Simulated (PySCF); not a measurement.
Species: C2H7BSn.
Cartesian coordinates in Å at the PBE0-D3(BJ)/def2-SVP level; atoms count from 1:
```
atom  x, y, z in Å
B1     2.3525   -0.3258    0.5077
Sn2    0.6308    0.7268   -0.4932
C3    -1.2004    0.1160    0.4506
C4    -2.1362   -0.6043   -0.1735
H5     2.8066   -1.3480    0.0506
H6     2.8256    0.0926    1.5376
H7     0.4642    0.3211   -2.1539
H8     0.7503    2.4357   -0.3538
H9    -1.3645    0.4123    1.4944
H10   -3.0654   -0.9028    0.3282
H11   -2.0301   -0.9282   -1.2153
```

Level of theory: PBE0-D3(BJ)/def2-SVP geometry optimisation, gas phase, def2 core potentials past Kr (PySCF).

**Question.** Which atoms are bound to Sn2, and at what distances?

**Answer.** 4 atoms: H7 1.718 Å, H8 1.719 Å, C3 2.149 Å, B1 2.253 Å. The nearest atom not counted as bound is H9, at 2.83 Å.

**Question.** List the angles at Sn2.

**Answer.** 
| angle | degrees | distance of the outer atoms (Å) |
| --- | --- | --- |
| B1–Sn2–H7 | 113.2 | 3.33 |
| B1–Sn2–H8 | 112.0 | 3.31 |
| B1–Sn2–C3 | 108.9 | 3.58 |
| H7–Sn2–H8 | 108.7 | 2.79 |
| C3–Sn2–H8 | 107.8 | 3.14 |
| C3–Sn2–H7 | 106.0 | 3.10 |

**Question.** What is the shape at Sn2?

**Answer.** Distorted tetrahedral: angles from 106.0° to 113.2°; τ4 = (360° − α − β)/141° = 0.96 with α and β the two widest (0 for a square, 1 for a tetrahedron).

**Question.** What are the other bond lengths?

**Answer.** C3=C4 1.336 Å; B1–H5, B1–H6 1.208 Å; C3–H9 1.097 Å; C4–H10 1.097 Å; C4–H11 1.096 Å.

**Question.** Give some angles away from the centre.

**Answer.** Sn2–C3–C4 123.0°.

**Question.** What are the rotational constants (commonest isotopes, rigid rotor)?

**Answer.** A = 7892, B = 2392, C = 2051 MHz: an asymmetric top.

Point group: C1 (no symmetry element, even within 0.4 Å). Charge 0, singlet. No frequency check.

Time: 60 s; peak memory 0.43 GiB. Hardware: one thread of an Intel Xeon Platinum 8259CL at 2.50 GHz, no GPU, shared host with 96 logical CPUs at a one-minute load of 54. This is the geometry optimisation.

One conformer stands for the species.
